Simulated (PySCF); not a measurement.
**Unknown compound**

An unknown has the formula C$_{5}$H$_{7}$NO$_{3}$. Its calculated NMR data are:

¹H NMR (300 MHz, computed): δ 7.91 (m, 1H), 7.08 (br, 1H), 5.30 (m, 1H), 5.05 (m, 1H), 4.51 (br, 1H), 3.26 (s, 2H).

¹³C{¹H} NMR (computed): δ 175.5 (C), 165.3 (C), 149.0 (CH), 104.6 (CH2), 46.4 (CH2).

- shieldings: GIAO PBE0/pcSseg-1
- GFN2-xTB geometry
- code: PySCF 2.14.0 with density-fitted response routines
- one computed conformer, fast rotation and ring inversion assumed for equivalent nuclei, no relativistic terms, gas phase

Chemical shifts δ = σref − σ; ¹H and ¹³C vs TMS, all at this level.

Q: Propose a structure and justify it.

A: 
Rings plus π bonds: 3 (no ring in the answer). 5 carbon signals for 5 carbons: no two carbons are equivalent. Carbon types of the structure: 2 × C, 1 × CH, 2 × CH2, leaving 2 H on heteroatoms. δC 175.5: ester carbonyl carbon; it is a carbonyl in resonance with an O or N lone pair, the region of acids, esters and amides. δC 165.3: amide carbonyl carbon; it is a carbonyl in resonance with an O or N lone pair, the region of acids, esters and amides. δC 149.0: alkene carbon bearing oxygen; an sp2 carbon further deshielded by the attached heteroatom. δC 104.6: β carbon of an enol-ether or enamine type C=C; the O or N lone pair pushes π density onto this β carbon and shields it. δC 46.4: sp3 CH2 α to a carbonyl; α to the electron-withdrawing carbonyl group. δH 7.08, 4.51: hydrogen on an amide-type nitrogen; labile proton, position sensitive to the medium. δH 5.30, 5.05: hydrogen on a β carbon of an enol-ether or enamine type C=C.

The compound is SMILES C=COC(=O)CC(N)=O.

The data come from this structure; uniqueness wasn't tested.

OH/NH shifts are gas-phase values; hydrogen bonding in solution moves them, usually downfield. Rotation about the amide-type C–N bond is slow at room temperature, so the two groups on nitrogen are listed apart. Shifts are as computed. Against solution values, carbons near 30 ppm lie about +3 ppm off and those near 130 ppm about +5 ppm. Of 1211 compounds with measured shifts, 218 miss one by over three times the rms of a fit or turn the order of signals round; such compounds aren't used in these exercises. The C=O carbon of an acid or of an amide with N–H lies up to 10 ppm further downfield in solution, through hydrogen bonding that the calculation lacks. Multiplicities follow the n + 1 count of equivalent neighbours, as no J values were calculated; m marks all less simple cases, F and P coupling included.
